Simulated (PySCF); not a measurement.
## Two-component Hartree-Fock for Dy⁺ (dysprosium, charge +1)

Start: [Xe] 4f10 6s1; 4f5/2 filled at m_j = -5/2, -3/2, -1/2, +1/2, +3/2, +5/2; 4f7/2 filled at m_j = +1/2, +3/2, +5/2, +7/2; 6s1/2 filled at m_j = +1/2. Calculated with PySCF 2.14 in x2c-TZVPPall-2c: generalised Hartree-Fock with the X2C-1e Hamiltonian and a Gaussian nucleus; one run each with spin-orbit coupling (SO) switched off, then screened by Boettger's factors.

```
spinor shell  electrons  ε, spin-free (eV)  ε, screened SO (eV)  weight of nominal j (screened SO)  rms radius, screened SO (bohr)
       1s1/2          2           -54065.1             -54053.9                              1.000                          0.0240
       2s1/2          2            -9132.6              -9129.2                              1.000                          0.0971
       2p1/2          2            -8099.7              -8665.1                              1.000                          0.0830
       2p3/2          4            -8099.7              -7860.0                              1.000                          0.0896
       3s1/2          2            -2089.7              -2088.6                              1.000                           0.250
       3p1/2          2            -1766.4              -1886.2                              1.000                           0.241
       3p3/2          4            -1766.4              -1714.8                              1.000                           0.255
       3d3/2          4            -1348.7              -1371.0                              0.999                           0.228
       3d5/2          6            -1348.7              -1332.8                              0.999                           0.231
       4s1/2          2            -442.66              -442.32                              1.000                           0.564
       4p1/2          2            -333.69              -361.82                              0.994                           0.579
       4p3/2          4            -333.69              -321.42                              0.997                           0.609
       4d3/2          4            -182.10              -189.63                              0.889                           0.655
       4d5/2          6            -182.10              -176.80                              0.926                           0.664
       5s1/2          2            -65.766              -65.714                              1.000                            1.41
       5p1/2          2            -37.605              -41.516                              0.974                            1.59
       5p3/2          4            -37.605              -35.924                              0.987                            1.71
       4f5/2          6            -20.008              -20.133                              0.717                           0.945
       4f7/2          4            -20.008              -19.697                              0.713                           0.952
       6s1/2          1            -10.840              -10.843                              1.000                            4.16
```

```tsv
quantity	spin-free	screened SO
E (hartree)	-12148.33678	-12157.30487
M_J	17/2	17/2
⟨J²⟩	80.759	80.760
⟨L²⟩	42.004	42.740
⟨S²⟩	8.755	8.604
```

Each row is a mean over spinors that exchange with the open shell spreads, by up to 14.782 eV (4d5/2).

Rows whose weight is well below 1 are mixtures of j = l ± 1/2: exchange outweighs spin-orbit coupling there, and the label is only the starting occupation.

Breit and QED terms are absent; they matter most for the inner s and p1/2 levels.

Densities and radii are taken from the X2C orbitals without a picture-change correction, which distorts them close to the nucleus.

Without spin-orbit coupling the j labels of p, d and f shells carry no meaning; the spin-free column gives the mean over the occupied spinors of each nl shell.
